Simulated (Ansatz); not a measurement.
System: 1,1-bis(methylselanyl)ethane, C4H10Se2 (charge 0, singlet). SMILES: C([Se]C)([Se]C)C
Coordinates optimised at B3LYP-D3(BJ)/def2-TZVP (Ansatz, a first-principles code):
```xyz
16

C      2.1557    -0.4430    -1.2707
Se     1.5430     0.8705     0.0490
C     -0.3905     0.6778    -0.2701
C     -1.1269     1.8477     0.3560
Se    -0.9821    -1.0728     0.4372
C     -2.7013    -1.1728    -0.5125
H      1.9152    -0.1033    -2.2755
H      1.6896    -1.4034    -1.0667
H      3.2348    -0.5200    -1.1572
H     -0.5369     0.6498    -1.3488
H     -2.2035     1.7450     0.2107
H     -0.9391     1.8981     1.4290
H     -0.8097     2.7890    -0.0990
H     -3.3758    -0.3893    -0.1759
H     -3.1305    -2.1443    -0.2757
H     -2.5391    -1.1022    -1.5862
```

Parts of the frozen-core correlation energy in aug-cc-pVTZ (Ansatz, hartree). Frozen orbitals: 32; correlated occupied orbitals by spin: 19 and 19; virtual: 481 and 481. No spin-orbit coupling. No relativistic terms.

| term | value |
|---|---|
| reference (HF) | -4957.11433 |
| MP2 opposite-spin | -0.81077 |
| MP2 same-spin | [?] |
| CCSD correlation | [?] |
| (T) | [?] |
| T1 diagnostic | 0.011 |
| largest doubles amplitude | 0.015 |

Question: Some entries are withheld; supply them.

Answer: 
- MP2 same-spin, value: -0.23678
- CCSD correlation, value: -1.11197
- (T), value: -0.05101
